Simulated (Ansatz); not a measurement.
CH6OSeSi, SMILES `CO[SiH2][SeH]`: the same geometry under several functionals.

```yaml
crystal:
  periodic: [false, false, false]
  atoms:
    - {symbol: C, position_ang: [0.459479, 1.568173, 0.455758]}
    - {symbol: O, position_ang: [0.708362, 0.213620, 0.148829]}
    - {symbol: Si, position_ang: [-0.400271, -0.737659, -0.594115]}
    - {symbol: Se, position_ang: [0.296759, -2.888671, -0.578070]}
    - {symbol: H, position_ang: [0.431134, 2.182858, -0.450613]}
    - {symbol: H, position_ang: [-0.487822, 1.693410, 0.993273]}
    - {symbol: H, position_ang: [1.269786, 1.925985, 1.092508]}
    - {symbol: H, position_ang: [-1.706947, -0.591166, 0.101035]}
    - {symbol: H, position_ang: [-0.551887, -0.390809, -2.031487]}
    - {symbol: H, position_ang: [0.064408, -3.026842, 0.865782]}
basis:
  gaussian: {orbitals: def2-TZVPP}
hamiltonian: {xc: {name: B97M-V}}
output: {orbitals: {seedname: orbitals}}
```

```sh
$ ansatz run in.yaml --threads 4 --pin off --events-out ev --progress --plain
```

It prints (some lines left out):

```
Functional definition: B97M-V
1360 factors; their error is unknown
mean field evaluation 1: about -76391.8408 eV, gradient 5.4e1 eV
mean field evaluation 2: about -76375.5781 eV, gradient 1.0e2 eV
mean field evaluation 4: about -76397.6459 eV, gradient 6.4e0 eV
mean field evaluation 8: about -76397.6820 eV, gradient 4.8e-1 eV
mean field evaluation 16: about -76397.6823 eV, gradient 8.2e-5 eV
mean field -76397.68226051 eV, -2807.5630388648 hartree, gradient 3.4e-5 eV, S^2 0.000000; 0 other end points of the search recorded, 0 dependent functions left out
reference -76397.68232376 eV, -2807.5630411893 hartree; 34, 34 occupied and 202, 202 virtual orbitals, 1360 factors
Total energy: -76397.68232376 eV, -2807.5630411893 hartree
```

It took 9 s on 4 threads of a server CPU on a shared host, with 0.39 GiB of host memory at the peak.

Changing it to `hamiltonian: {xc: pbe0, dispersion: d4}` (abridged; 3.3 s):

```
Functional definition: PBE0
mean field evaluation 16: about -76397.5828 eV, gradient 9.9e-5 eV
mean field -76397.58276501 eV, -2807.5593824726 hartree, gradient 1.5e-5 eV, S^2 0.000000
Total energy: -76397.75878356 eV, -2807.5658510349 hartree
```

With the line `hamiltonian: {xc: hse06, dispersion: d4}` (abridged; 3.6 s):

```
Functional definition: HSE06
mean field evaluation 16: about -76397.3192 eV, gradient 1.4e-4 eV
mean field -76397.31921424 eV, -2807.5496971606 hartree, gradient 1.9e-5 eV, S^2 0.000000
Total energy: -76397.48409008 eV, -2807.5557562358 hartree
```

With the line `hamiltonian: {xc: {name: r2SCAN0}, dispersion: d4}` (abridged; 5.5 s):

```
Functional definition: r2SCAN0
mean field evaluation 16: about -76408.8308 eV, gradient 6.9e-5 eV
mean field -76408.83084065 eV, -2807.9727416281 hartree, gradient 1.4e-5 eV, S^2 0.000000
Total energy: -76408.89080748 eV, -2807.9749453683 hartree
```

Changing it to `hamiltonian: {xc: r2scan, dispersion: d4}` and forces (abridged; 5.5 s):

```
Functional definition: r2SCAN
mean field evaluation 16: about -76409.5037 eV, gradient 3.8e-4 eV
mean field -76409.50368996 eV, -2807.9974683842 hartree, gradient 1.7e-5 eV, S^2 0.000000
Total energy: -76409.55412566 eV, -2807.9993218619 hartree
Atom 0 force    -0.054007     0.328917     0.079519 eV/Å
Atom 1 force     0.106065    -0.281863    -0.034859 eV/Å
Atom 2 force    -0.066483    -0.011195    -0.030227 eV/Å
Atom 3 force     0.008135    -0.034288     0.004958 eV/Å
Atom 4 force    -0.000046    -0.002865     0.003463 eV/Å
Atom 5 force     0.005032     0.000614    -0.002463 eV/Å
Atom 6 force    -0.014411    -0.005923    -0.012556 eV/Å
Atom 7 force     0.014633     0.007566    -0.013085 eV/Å
Atom 8 force    -0.001460    -0.007556     0.021017 eV/Å
Atom 9 force     0.002542     0.006593    -0.015767 eV/Å
Dipole moment:    -0.133736     0.329266     0.155765 e Å
```

The same input with `hamiltonian: {xc: {name: r2SCANh}, dispersion: d4}` (abridged; 6 s):

```
Functional definition: r2SCANh
mean field evaluation 16: about -76409.2211 eV, gradient 8.7e-5 eV
mean field -76409.22114790 eV, -2807.9870851552 hartree, gradient 5.4e-5 eV, S^2 0.000000
Total energy: -76409.27525027 eV, -2807.9890733803 hartree
```

HSE06 is the plane-wave form, built on full-range PBE exchange.
